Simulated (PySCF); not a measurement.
Ge(H)(OH)2(NH2) (GeH₅NO₂), SMILES [NH2][GeH]([OH])[OH]. Atoms are numbered in the order given.

```xyz
9

Ge     0.0530     0.0128     0.2747
N     -1.2813    -1.1974    -0.0401
O     -0.3346     1.6570    -0.2918
O      1.4567    -0.4368    -0.7322
H      0.3729     0.0295     1.7747
H     -1.8985    -1.3649     0.7548
H     -1.8546    -0.9918    -0.8592
H      0.2800     1.9086    -1.0000
H      1.3957    -1.3701    -0.9893
```

Coordinates come from a TPSSh-D3(BJ)/def2-SVP optimisation. This is a generated structure with no PubChem entry under its InChIKey; it may be hypothetical. One conformer was computed; it need not be the lowest.

These are PySCF with PBE/pcSseg-1 values and carry that method's errors.

GIAO shieldings, no solvent; atoms listed in one row are averaged. δ = σ(ref) − σ: ⁷³Ge against GeH4 (σ = 1614.4 ppm); ¹⁵N against NH3 (σ = 267.0 ppm); ¹⁷O against H2O (σ = 334.3 ppm); ¹H against TMS (σ = 31.49 ppm), references at their B3LYP-D3(BJ)/def2-TZVP geometries, non-relativistic.

```tsv
nucleus	atoms	count	δ (ppm)
⁷³Ge	Ge1	1	393.5
¹⁵N	N2	1	44.9
¹⁷O	O4	1	68.8
¹⁷O	O3	1	65.4
¹H	H5	1	6.14
¹H	H8, H9	2	1.39
¹H	H6	1	1.24
¹H	H7	1	0.93
```
